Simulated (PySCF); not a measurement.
Compound: C4H7F3Si.
Atom-mapped SMILES: `[CH3:1][Si@@H:2]1[CH2:3][C@@H:4]1[C:5]([F:6])([F:7])[F:8]` (hydrogens: H9, H10, H11 on C1; H12 on Si2; H13, H14 on C3; H15 on C4)

All values: PBE0/pcSseg-1 and CAM-B3LYP/def2-SVPD (PySCF, non-relativistic), on one gas-phase PBE0-D3(BJ)/def2-SVP geometry that isn't relaxed in the solvent. The solvent is an IEF-PCM continuum (Bondi radii, 1.10 Å for H, scaled by 1.2). The model holds no explicit solvent molecules, cavitation or dispersion.

Gas phase at PBE0/pcSseg-1: HOMO -7.39 eV, LUMO 0.50 eV, dipole 2.77 D.

Problem. What does the continuum do to the energy, the frontier levels and the dipole at PBE0/pcSseg-1 in cyclohexane and benzene?

Solution. 
```tsv
solvent	ε	E(solvent) − E(gas) (kJ/mol)	polarisation term (kJ/mol)	distortion of the solute (kJ/mol)	HOMO (eV)	LUMO (eV)	dipole (D)
cyclohexane	2.017	-5.41	-5.63	0.22	-7.29	0.63	3.00
benzene	2.271	-6.13	-6.43	0.30	-7.28	0.64	3.03
```

Polarisation term: ½ Σ q·V over the induced surface charges. Distortion: the rise of the solute's own energy as its density leaves the gas-phase optimum. From cyclohexane to benzene the lowering changes by a factor 1.13, Onsager's factor (ε − 1)/(2ε + 1) by 1.14 and ε itself by 1.1.

Problem. Which radius a makes the point-dipole formula ΔE = −[(ε − 1)/(2ε + 1)]·μ²/a³ give the value in benzene, with the gas-phase dipole?

Solution. μ = 1.089 au and |ΔE| = 0.00234 Eh give a = 2.58 Å; the farthest nucleus lies 3.05 Å from the centroid of the nuclei, so such a sphere wouldn't even hold the nuclei. The formula assumes a rigid point dipole at the centre of a sphere.

Gas phase at CAM-B3LYP/def2-SVPD: HOMO -8.73 eV, LUMO 1.06 eV, dipole 3.03 D.

Problem. What does the continuum do to the energy, the frontier levels and the dipole at CAM-B3LYP/def2-SVPD in benzene?

Solution. 
```
solvent      ε  E(solvent) − E(gas) (kJ/mol)  polarisation term (kJ/mol)  distortion of the solute (kJ/mol)  HOMO (eV)  LUMO (eV)  dipole (D)
benzene  2.271                         -6.47                       -6.85                               0.38      -8.60       1.22        3.34
```

Problem. How does the static polarisability (CAM-B3LYP/def2-SVPD, frozen core, with the continuum's full static response) change?

Solution. 
```tsv
medium	isotropic (au)	principal values (au)	⟨r²⟩ of the electrons (bohr²)
gas	75.4	67.0, 72.0, 87.1	1153.5
benzene	85.3	76.2, 81.3, 98.4	1153.3
```

The isotropic value in benzene is 1.13 times the gas-phase one; no cavity-field correction is applied. ⟨r²⟩ is taken about the centre of nuclear charge.

Hardware: one thread, Arm Neoverse N1 (aarch64), shared host with 64 logical CPUs at a one-minute load of 57. Cost: 42 s of wall time, 0.95 GiB resident at most. This is the whole shielding run at PBE0/pcSseg-1 in benzene, SCF included.

Shape of the structure used: `[CH3:1][Si@@H:2]1[CH2:3][C@@H:4]1[C:5]([F:6])([F:7])[F:8]`: C3–C4–C5–F6 -47°.
